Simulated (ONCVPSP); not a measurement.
## hydrogen (H): variants of one ONCV potential

Base potential:

| Quantity | Value |
| --- | --- |
| Element | hydrogen (H) |
| Generator | ONCVPSP 4.0.1 |
| Type | optimised norm-conserving Vanderbilt (ONCV) |
| Functional | PBE |
| Relativity | scalar-relativistic |
| Frozen core | none |
| Valence charge | 1 |
| Reference configuration | 1s1 |
| Partial waves | 1s: rc 0.90 bohr, ncon 4, nbas 8, qcut 7.6 1/bohr, 2 projectors, debl 0.5 Ha |
| Local potential | polynomial inside 0.70 bohr (lpopt 1, dvloc0 0 Ha) |
| Core correction | none |

Cutoffs, loose and tight: the cutoffs (Ha) at which the residual kinetic energy of the hardest occupied pseudo-wave falls to 1 and 0.1 mHa per electron. They do not see the model core or the augmentation charge, which bear on the density cutoff. Test errors are all-electron minus pseudo excitation energies from the reference, over the configurations 1s0.5. A dash means not determined; rows that change the core or the reference have their own tests.

1 further variants are left out, since the program set their typed debl aside.

A true bound ghost makes a file unfit for plane-wave use even where its test errors are small: the radial tests pick states by their node count and pass the ghost by.

| change | outcome | cutoff, loose | cutoff, tight | bound ghosts | GHOST(+) flags above zero | largest test error (meV) |
| --- | --- | --- | --- | --- | --- | --- |
| base | generated | 20 Ha | 31 Ha | none | none | – |
| local potential polynomial inside 0.85 bohr (lpopt 5, dvloc0 6 Ha) | generated | 20 Ha | 31 Ha | none | none | – |
| fully relativistic | generated | 19 Ha | 31 Ha | none | none | – |
| s: qcut 5.7 | generated | 19 Ha | 160 Ha | none | s | – |
| local potential polynomial inside 0.70 bohr (lpopt 1, dvloc0 2 Ha) | generated | 20 Ha | 31 Ha | none | none | – |
| s: rc 0.94 | generated | 19 Ha | 28 Ha | none | none | – |

(1) What comes out with this change to the base: s: rc 1?

(2) What comes out with this change to the base: s: nproj 3?

(3) What comes out with this change to the base: s: rc 1.08; local potential polynomial inside 0.84 bohr (lpopt 1, dvloc0 0 Ha)?

## Answers

(1) outcome: generated; cutoff, loose: 18 Ha; cutoff, tight: 26 Ha; bound ghosts: none; GHOST(+) flags above zero: none.

(2) outcome: generated; cutoff, loose: 20 Ha; cutoff, tight: 31 Ha; bound ghosts: s; GHOST(+) flags above zero: none; largest test error (meV): 1 of 1 tests not solved or not reliable.

(3) outcome: generated; cutoff, loose: 17 Ha; cutoff, tight: 24 Ha; bound ghosts: none; GHOST(+) flags above zero: none.
